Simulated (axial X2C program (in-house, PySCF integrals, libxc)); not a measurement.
Spectroscopic constants of InCl⁺

Calculated with an axial X2C code built on PySCF integrals. Spin-free means the one-electron spin-free X2C Hamiltonian; two-component (2c) means X2C with spin–orbit coupling and atomic mean-field two-electron Coulomb and Gaunt terms, so the difference of the two also holds small scalar two-electron terms. Basis: In dyall-cv3z [11s12p9d4f1g], Cl dyall-av3z [9s8p3d2f] (cores contracted in-house); Gaussian nuclei, density fitting, unrestricted open shells. Masses: In 114.904 u, Cl 34.969 u.

State, spin-free: M_S = 1/2, Λ = 0 (beyond evenly filled blocks: σα); electrons by block: σα: 15, σβ: 14, π+α: 7, π+β: 7, π-α: 7, π-β: 7, δ+α: 2, δ+β: 2, δ-α: 2, δ-β: 2. Fragments: In+ + Cl.

State, 2c: Ω = 1/2 (⟨Sz⟩ = 0.50, ⟨Lz⟩ = 0.00 at PBE0); electrons by block: 1/2: 22, -1/2: 21, 3/2: 9, -3/2: 9, 5/2: 2, -5/2: 2. Fragments: In+ + Cl.

```tsv
Hamiltonian	level	Re (Å)	ωe (cm⁻¹)	αe (cm⁻¹)	De (eV)	D0 (eV)	k (mdyn/Å)	μ (D)
spin-free	PBE0	2.300	336.9	0.000908	0.789	0.769	1.79	-2.87
spin-free	M06	2.341	276.3	0.00154	0.515	0.498	1.21	-2.65
2c	PBE0	2.300	336.8	0.000909	0.787	0.766	1.79	-2.86
```

Dipoles are positive if Cl is the positive end and refer to the centre of mass.

The state is a single determinant with fixed occupations, the lowest that a limited PBE0 search found. De is counted from the lowest determinant-based energies of the atoms at the same level, without counterpoise correction. Density functionals use the spin component along the axis (collinear). The 2c atoms are single determinants rather than J levels; their spin–orbit lowering is only partly caught, and De is too large by that part. This holds for PBE0. The functionals have no current-density term, which raises determinants with orbital currents, atoms included.

No reliable constants came from CCSD (2c), CCSD (spin-free), CCSD(T) (2c), CCSD(T) (spin-free), HF (2c), HF (spin-free), M06 (2c), MP2 (2c), MP2 (spin-free): no minimum in range, unconverged points, a curve that is not smooth, a change of character along it, or the two Hamiltonians disagreeing along it.

Rough cost a point (2c) on 1 thread(s) of a shared host, integrals apart: PBE0 1 s.

The whole task took 3.2 min on 1 thread of Intel(R) Xeon(R) Processor @ 2.30GHz, on a shared host.
